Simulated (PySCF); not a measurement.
Molecule: SMILES C=CC[C@H](C=C)C=O, C7H10O.

Bonds (- single, = double, # triple, : aromatic): C1=C2, C2-C3, C3-C4, C4-C5, C5=C6, C4-C7, C7=O8. C1 carries H9, H10; C2 carries H11; C3 carries H12, H13; C4 carries H14; C5 carries H15; C6 carries H16, H17; C7 carries H18. Stereochemistry as in C=CC[C@H](C=C)C=O. H10 is cis to C3; H16 is cis to C4; H12 is pro-R; H13 is pro-S; H9 is trans to C3; H17 is trans to C4.

Frames of a GFN2-xTB Langevin trajectory at 600 K; GIAO PBE0/pcSseg-1 shieldings in PySCF 2.14.0 with density-fitted response routines, gas phase, non-relativistic; equivalent atoms averaged within each frame.

Shifts are taken against calculated references (same method and geometry level): 13C (σref 186.93) and 1H (σref 31.72) vs TMS; H2O for 17O (σref 336.08). The references are static minima.

How do the shifts (ppm) fluctuate along the trajectory?

Answers


```tsv
time (fs)	C7	C2	C6	C5	C1	C4	C3	O8	H18	H16
250	203.7	163.2	145.9	143.1	133.9	54.9	37.7	682.4	10.99	7.27
425	193.6	146.8	139.4	142.5	135.3	68.0	41.9	608.5	9.74	5.96
625	216.4	162.1	135.8	142.1	134.5	51.7	44.5	730.5	10.05	5.97
800	215.1	138.9	133.2	158.8	128.3	74.1	53.2	742.7	10.24	5.65
1000	202.8	152.6	120.4	154.4	120.5	73.5	57.1	684.7	11.04	6.06
mean of frames	206.3	152.7	135.0	148.2	130.5	64.4	46.9	689.8	10.41	6.18
standard deviation	9.5	10.3	9.4	7.8	6.2	10.5	8.0	52.8	0.58	0.63
```

5 frames give an uncertainty of the mean of about the standard deviation over 2.2 at best, since frames this close in time may not be independent; classical motion lacks zero-point vibration, and the reference would need the same averaging.
